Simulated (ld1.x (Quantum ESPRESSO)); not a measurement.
## tellurium (Te): one change to a TM potential, before and after

- Element: Te (Z = 52)
- Generator: ld1.x (Quantum ESPRESSO) 7.5
- Type: norm-conserving Troullier–Martins (Kleinman–Bylander form)
- Functional: PBE
- Relativity: fully relativistic
- Frozen core: [Kr]
- Valence charge: 16
- Reference configuration: 4d10 5s2 5p4
- Partial waves: 5p (bound): rc 1.90 bohr; 4d (bound): rc 1.20 bohr; 5s (bound): rc 1.65 bohr
- Local potential: the s channel
- Core correction: Bessel-smoothed model core, default radius (core density twice the valence density)

Open shells are filled in proportion to 2j + 1 (rel_dist='average').

Change: wave 4d (bound): rc 1.20 bohr becomes 4d (bound): rc 1.74 bohr.

Cutoffs: the cutoffs (Ry, on a coarse ladder) from which the occupation-weighted sum of valence levels, in a spherical-Bessel basis at the reference potential, stays within 10 and 1 mRy of its value at 400 Ry; they do not see the model core or the augmentation charge, which bear on the density cutoff. Errors are all-electron minus pseudo energies relative to the spin-unpolarised reference configuration.

Task: Predict the effect on cutoff, ghosts and configuration errors.

Result: The potential gets softer (110 Ry and 180 Ry → 90 Ry and 140 Ry); the number of tests with a reliable result goes from 6 to 7; of the 6 tests that both files solve, the error grows in 0 and shrinks in 1 by more than 15 % and 0.3 meV (median size 5.2 → 5.2 meV); neither file shows a bound ghost. A larger radius leaves more room for a smooth pseudo-wave, so fewer plane waves are needed.

| quantity | base | changed |
| --- | --- | --- |
| cutoff, loose | 110 Ry | 90 Ry |
| cutoff, tight | 180 Ry | 140 Ry |
| loose cutoff by channel (10 mRy a level) | p 12 Ry, d 90 Ry, s 25 Ry | p 12 Ry, d 70 Ry, s 25 Ry |
| bound ghosts | none | none |
| tests with a reliable result | 6 of 7 | 7 of 7 |
| error for 4d10 5s2 5p3, meV [ΔE 9.75 eV] | +1.7 | +1.8 |
| error for 4d10 5s2 5p2, meV [ΔE 27.70 eV] | +7.6 | +7.7 |
| error for 4d10 5s2 5p1, meV [ΔE 54.63 eV] | +17 | +17 |
| error for 4d10 5s2 5p3.5, meV [ΔE 3.91 eV] | +0.4 | +0.4 |
| error for 4d9 5s2 5p5, meV [ΔE 38.20 eV] | -483 | -379 |
| error for 4d10 5s1 5p4, meV [ΔE 19.56 eV] | +2.7 | +2.6 |
| s: phases at 2.05 bohr within 0.05 rad from the reference energy up to (Ry; the scan ends near 5) | 3.6 | 3.6 |
| p1/2: phases at 2.05 bohr within 0.05 rad from the reference energy up to (Ry; the scan ends near 5) | to the end of the scan | to the end of the scan |
| p3/2: phases at 2.05 bohr within 0.05 rad from the reference energy up to (Ry; the scan ends near 5) | to the end of the scan | to the end of the scan |
| d3/2: phases at 2.05 bohr within 0.05 rad from the reference energy up to (Ry; the scan ends near 5) | -0.1 | -0.1 |
| d5/2: phases at 2.05 bohr within 0.05 rad from the reference energy up to (Ry; the scan ends near 5) | 0.0 | -0.0 |
